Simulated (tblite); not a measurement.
Species: C7H5N2 (doublet state).
SMILES with atom numbers: `[CH2:1]=[C:2]1[CH:3][C:4]([C:5]#[N:6])([C:7]#[N:8])[CH2:9]1` (hydrogens: H10, H11 on C1; H12 on C3; H13, H14 on C9)

A start from a force field or distance geometry was refined with GFN2-xTB geometry optimisation, gas phase in tblite 0.8.0. Values at the start:

```json
{"coordinate": "C1=C2", "start": "1.318 Å"}
{"coordinate": "C1–H10", "start": "1.090 Å"}
{"coordinate": "C1–H11", "start": "1.088 Å"}
{"coordinate": "C2–C3", "start": "1.496 Å"}
{"coordinate": "C2–C9", "start": "1.527 Å"}
{"coordinate": "C3–C4", "start": "1.444 Å"}
{"coordinate": "C3–H12", "start": "1.081 Å"}
{"coordinate": "C4–C5", "start": "1.440 Å"}
{"coordinate": "C4–C9", "start": "1.573 Å"}
{"coordinate": "C5≡N6", "start": "1.161 Å"}
{"coordinate": "C9–H13", "start": "1.097 Å"}
{"coordinate": "C1–C2–C3", "start": "136.1°"}
{"coordinate": "C1–C2–C9", "start": "134.1°"}
{"coordinate": "C2–C3–C4", "start": "93.1°"}
{"coordinate": "C3–C2–C9", "start": "89.9°"}
{"coordinate": "C3–C4–C5", "start": "114.2°"}
{"coordinate": "C3–C4–C9", "start": "90.0°"}
{"coordinate": "C4–C5–N6", "start": "179.0°"}
{"coordinate": "C5–C4–C9", "start": "114.1°"}
```

Q: How do these coordinates change at the GFN2-xTB level?

A: 
```
coordinate  GFN2-xTB (Å or °)  change
     C2–C3              1.390  -0.106
     C3–C4              1.511  +0.067
     C1=C2              1.357  +0.039
     C5≡N6              1.142  -0.019
    C1–H10              1.075  -0.015
    C1–H11              1.075  -0.013
     C2–C9              1.515  -0.012
    C3–H12              1.071  -0.010
    C9–H13              1.089  -0.008
     C4–C9              1.566  -0.007
     C4–C5              1.445  +0.005
  C3–C4–C9               86.5    -3.5
  C3–C2–C9               93.0    +3.1
  C1–C2–C9              132.1    -2.0
  C1–C2–C3              134.9    -1.2
  C4–C5–N6              178.2    -0.8
  C5–C4–C9              114.8    +0.7
  C2–C3–C4               93.7    +0.6
  C3–C4–C5              114.6    +0.4
```

The energy falls by 0.335 eV over 25 L-BFGS steps, the largest force on an atom goes from 3.86 to 0.008 eV/Å, and the atoms move by 0.034 Å rms after alignment. The bond that changes most is C2–C3 (ends: carbon bonded to 3 C; carbon bonded to 2 C and H), which shortens by 0.106 Å. Bonds longer at the end by more than 0.005 Å: 2 of 14; shorter: 11. Rotational constants go from 2473, 1392, 1036 to 2497, 1395, 1038 MHz.

Time: 0.12 s wall. Hardware: Arm Neoverse V2, one thread, no GPU, shared host with 96 logical CPUs at a one-minute load of 56.

Its GFN2-xTB frequencies are all real (lowest 67 cm⁻¹).

These are computed values.
